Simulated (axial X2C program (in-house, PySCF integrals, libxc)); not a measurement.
## How the levels of FeBr (d6 s1 p(π)0 orbitals) move with the bond length

Calculated with an in-house all-electron X2C program for linear molecules (integrals from PySCF): two-component X2C with atomic mean-field Coulomb terms (Gaunt term off), basis Fe dyall-v3z, Br dyall-v3z (cores contracted in-house). Orbitals come from Hartree–Fock averaged over the configuration Fe d6 s1 p(π)0; CI then distributes these electrons over the d, s, p(π) shells of Fe.

At R = 2.407 Å:

```csv
Ω,energy (cm⁻¹),g∥,μ (D),configuration
9/2,0,14.01,-3.21,100% d6 s1
7/2,145,10.02,-3.21,100% d6 s1
5/2,294,6.03,-3.21,100% d6 s1
3/2,449,2.03,-3.21,100% d6 s1
1/2,608,1.98,-3.21,100% d6 s1
1/2,773,5.99,-3.21,100% d6 s1
7/2,2381,11.99,-3.27,100% d6 s1
5/2,2431,8.07,-3.27,100% d6 s1
3/2,2478,4.34,-3.28,100% d6 s1
1/2,2512,1.21,-3.28,100% d6 s1
1/2,2712,2.78,-3.28,100% d6 s1
3/2,2773,7.63,-3.28,100% d6 s1
5/2,3485,9.92,-3.28,99% d6 s1
3/2,3568,6.01,-3.28,99% d6 s1
```

g∥ is the magnitude of 2⟨Lz + ge Sz⟩ for the +Ω component. μ is positive if the Br end is positive. The lowest 14 levels at most are listed.

At R = 2.239 Å:

```csv
Ω,energy (cm⁻¹),g∥,μ (D),configuration
9/2,0,14.01,-2.18,100% d6 s1
7/2,144,10.02,-2.18,100% d6 s1
5/2,293,6.02,-2.18,100% d6 s1
3/2,447,2.02,-2.18,100% d6 s1
1/2,605,1.98,-2.18,100% d6 s1
1/2,769,5.99,-2.18,100% d6 s1
7/2,2605,12.00,-2.30,100% d6 s1
5/2,2648,8.11,-2.30,100% d6 s1
3/2,2687,4.45,-2.30,100% d6 s1
1/2,2714,1.32,-2.30,100% d6 s1
1/2,2947,2.65,-2.30,100% d6 s1
3/2,3007,7.49,-2.31,100% d6 s1
5/2,3536,9.88,-2.30,99% d6 s1
3/2,3640,6.05,-2.30,99% d6 s1
```

The lowest level lies 1555 cm⁻¹ above the lowest at the first distance.

Question: How does the gap from the lowest to the fifth level change between the two distances?

Answer: From 608 to 605 cm⁻¹, a factor of 1.00.

There is no dynamic correlation: spin–orbit spacings and, for f shells, spacings inside one term are the most reliable numbers, splittings between terms come out too wide, and energies between configurations are not reliable, so the lowest level need not be the ground state of the molecule. For d shells the ligand-field splittings (σ, π, δ) and their order can be off by a thousand cm⁻¹ or more. At most 4 roots were kept for each Ω > 0 (twice that for Ω = 0) within 3.2 eV of the lowest, so higher up levels can be missing between those listed; levels with Ω > 0 are doubly degenerate and listed once, Ω = 0 levels singly. States that fill the shells left empty in the average are placed too high.
